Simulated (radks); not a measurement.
Values are calculated unless marked as measured or tabulated.
Problem. Code: a radial shooting solver on a logarithmic mesh with Libxc functionals. Model: scalar-relativistic Kohn-Sham, BLYP, spin-polarised, spherical densities, finite nucleus; open shells are filled with parallel spins first (spin-orbit coupling, left out, can overturn this in heavy ions); Fermi nuclear charge, rms radius of each element as measured or else 0.836 A^(1/3) + 0.57 fm. Each species is in its NIST ground configuration. Rank Pr4+, Ho4+, Sm4+, Nd4+, Tm4+, Yb4+, Dy4+, La4+, Er4+, Lu4+, Gd4+, Pm4+, Ce4+, Tb4+, Eu4+ by radius at which the density is 0.001 e/bohr^3 (bohr), largest first.

Solution. La4+ 3.36, Ce4+ 3.32, Pr4+ 3.28, Nd4+ 3.24, Pm4+ 3.20, Sm4+ 3.17, Eu4+ 3.14, Gd4+ 3.11, Tb4+ 3.08, Dy4+ 3.05, Ho4+ 3.02, Er4+ 2.99, Tm4+ 2.96, Yb4+ 2.94, Lu4+ 2.91.
